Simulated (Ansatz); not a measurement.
Level of theory: frozen-core CCSD(T)/cc-pVTZ // r2SCAN-D4/def2-TZVP (Ansatz, an electronic-structure program).

Ansatz 0.2 input:
```yaml
crystal:
  periodic: [false, false, false]
  atoms:
    - { symbol: Si, position_ang: [2.101556, -0.263053, -0.243843] }
    - { symbol: Ga, position_ang: [0.040384, 0.902162, 0.196101] }
    - { symbol: Si, position_ang: [-2.110843, -0.176588, 0.074945] }
    - { symbol: H, position_ang: [3.219178, 0.630997, -0.651211] }
    - { symbol: H, position_ang: [1.94164, -1.311922, -1.287726] }
    - { symbol: H, position_ang: [2.513309, -0.951731, 1.014302] }
    - { symbol: H, position_ang: [0.085574, 2.404685, 0.654228] }
    - { symbol: H, position_ang: [-2.585672, -0.448161, 1.462641] }
    - { symbol: H, position_ang: [-3.128858, 0.690449, -0.580734] }
    - { symbol: H, position_ang: [-2.076813, -1.475565, -0.649507] }
basis:
  gaussian: { orbitals: cc-pVTZ }
correlation:
  method: ccsd_t
```

Output:

```
Functional definition: HF
1218 factors; integrals over basis functions are off by at most 1.3e-3 eV
mean field evaluation 1: about -68169.1436 eV, gradient 1.6e1 eV
mean field evaluation 2: about -68169.2293 eV, gradient 1.6e1 eV
mean field evaluation 4: about -68170.8675 eV, gradient 2.8e0 eV
mean field evaluation 8: about -68170.8854 eV, gradient 9.5e-2 eV
mean field evaluation 16: about -68170.5743 eV, gradient 5.6e0 eV
mean field evaluation 32: about -68170.8854 eV, gradient 3.8e-6 eV
mean field -68170.88544707 eV, -2505.2338322939 hartree, gradient 1.8e-6 eV, S^2 0.000000; 1 other end points of the search recorded, 0 dependent functions left out
19 core orbitals not correlated
reference -68170.88544707 eV, -2505.2338322939 hartree; 14, 14 occupied and 176, 176 virtual orbitals, 1218 factors
second order -11.41983654 eV of doubles, -0.00000000 eV of singles
cycle   1  -12.43797508 eV  change    -1.0e0 eV  update   1.0e-1
cycle   2  -12.97791310 eV  change   -5.4e-1 eV  update   3.3e-2
cycle   3  -13.05303911 eV  change   -7.5e-2 eV  update   1.5e-2
cycle   4  -13.05058612 eV  change    2.5e-3 eV  update   3.9e-3
cycle   5  -13.04886820 eV  change    1.7e-3 eV  update   1.2e-3
cycle   6  -13.04822663 eV  change    6.4e-4 eV  update   4.0e-4
cycle   7  -13.04825978 eV  change   -3.3e-5 eV  update   1.1e-4
cycle   8  -13.04830010 eV  change   -4.0e-5 eV  update   4.2e-5
cycle   9  -13.04829901 eV  change    1.1e-6 eV  update   1.5e-5
perturbative correction -0.51134945 eV, -0.0187917455 hartree
Total energy: -68184.44509552 eV, -2505.7321401834 hartree
```

Cost: around 60 core-seconds (rough).
